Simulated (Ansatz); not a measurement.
Start from `O[Si](Cl)(Br)Br` and change one atom or group to get `O[SiH](Cl)Br`.

Ansatz, PBE0-D4/def2-TZVP geometries, multiplicity 1. Each molecule was computed in one conformer, which needn't be the lowest.

Scalar relativity is left out up to krypton.

| property | `O[Si](Cl)(Br)Br` |
| --- | --- |
| size of the dipole moment (ωB97M-V/def2-TZVPP) / D | 1.55 |
| HOMO energy (ωB97M-V/def2-TZVPP) / eV | -10.85 |
| LUMO energy (ωB97M-V/def2-TZVPP) / eV | 1.27 |
| HOMO energy (B3LYP/def2-TZVPP) / eV | -8.38 |
| LUMO energy (PBE/def2-TZVPP) / eV | -1.63 |
| LUMO energy (PBE0/def2-TZVPP) / eV | -0.69 |

Problem. What does the change do to each property? (Best estimate.)

Solution. Computed: 
```json
{"property": "size of the dipole moment (ωB97M-V/def2-TZVPP) / D", "`O[SiH](Cl)Br`": "1.06", "shift": "-0.49"}
{"property": "HOMO energy (ωB97M-V/def2-TZVPP) / eV", "`O[SiH](Cl)Br`": "-10.93", "shift": "-0.08"}
{"property": "LUMO energy (ωB97M-V/def2-TZVPP) / eV", "`O[SiH](Cl)Br`": "1.91", "shift": "0.64"}
{"property": "HOMO energy (B3LYP/def2-TZVPP) / eV", "`O[SiH](Cl)Br`": "-8.42", "shift": "-0.04"}
{"property": "LUMO energy (PBE/def2-TZVPP) / eV", "`O[SiH](Cl)Br`": "-0.83", "shift": "0.80"}
{"property": "LUMO energy (PBE0/def2-TZVPP) / eV", "`O[SiH](Cl)Br`": "0.12", "shift": "0.81"}
```

With PBE0 the HOMO falls by 0.05 eV and the LUMO rises by 0.81 eV, so the gap widens by about 0.86 eV. PBE moves the HOMO by -0.02 eV and ωB97M-V by -0.08 eV. Dipoles are sizes alone; their direction can turn.

B3LYP here is the variant with VWN-RPA as its local correlation; programs differ in this.

Spin–orbit coupling is left out; it splits and shifts lone-pair levels of the heavy atoms by tenths of an eV.
